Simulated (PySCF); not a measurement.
## A survey of ¹⁹F NMR shifts

- GFN2-xTB structure
- shielding tensors at PBE0/pcSseg-1 (GIAO)
- run in PySCF 2.14
- fast rotation and ring inversion assumed for equivalent nuclei, non-relativistic, isolated molecule, one computed conformer

Shieldings were converted by a linear fit to measured shifts: ¹⁹F (scatter 6.0 ppm rms, 7.0 ppm with the 5 outliers that the fit left out vs CFCl3, solution or neat liquid, with a term for F on sp3 carbon). A few per cent of atoms miss by over 2 rms, more outside the fitted compound classes.

(1) Give the ¹⁹F shifts of `CC(C)[C@@H](F)[C@H](F)C(=O)Cl`, `CC[C@@](F)(C(=O)Cl)[C@H](C)F`.

(2) Order these by ¹⁹F shift, lowest first.
A. CCCC(F)F
B. CC(C)C(F)F
C. CC/C(=C/C(C)=O)CCF
D. CC(C)[C@@]1(C)C[C@H]1C(=O)F
E. OC[C@@H]1[C@H]2CC[C@@H]1[C@H]2CF
F. C/C(=C\C(C)(C)C)C(=O)F

Answers

(1) 
| compound | environment | δ (ppm) |
| --- | --- | --- |
| [CH3:1][CH:2]([CH3:3])[C@@H:4]([F:5])[C@H:6]([F:7])[C:8](=[O:9])[Cl:10] | F7: fluorine on an sp3 carbon | -173.3 |
| [CH3:1][CH:2]([CH3:3])[C@@H:4]([F:5])[C@H:6]([F:7])[C:8](=[O:9])[Cl:10] | F5: fluorine on an sp3 carbon | -184.3 |
| [CH3:1][CH2:2][C@@:3]([F:4])([C:5](=[O:6])[Cl:7])[C@H:8]([CH3:9])[F:10] | F4: fluorine on an sp3 carbon | -171.5 |
| [CH3:1][CH2:2][C@@:3]([F:4])([C:5](=[O:6])[Cl:7])[C@H:8]([CH3:9])[F:10] | F10: fluorine on an sp3 carbon | -190.5 |

(2) C (-215.5 ppm, fluorine on an sp3 carbon), E (-203.9 ppm, fluorine on an sp3 carbon), B (-129.4 ppm, fluorine of a CF2 group), A (-117.2 ppm, fluorine of a CF2 group), F (-3.3 ppm, fluorine bonded to C), D (25.9 ppm, fluorine bonded to C).
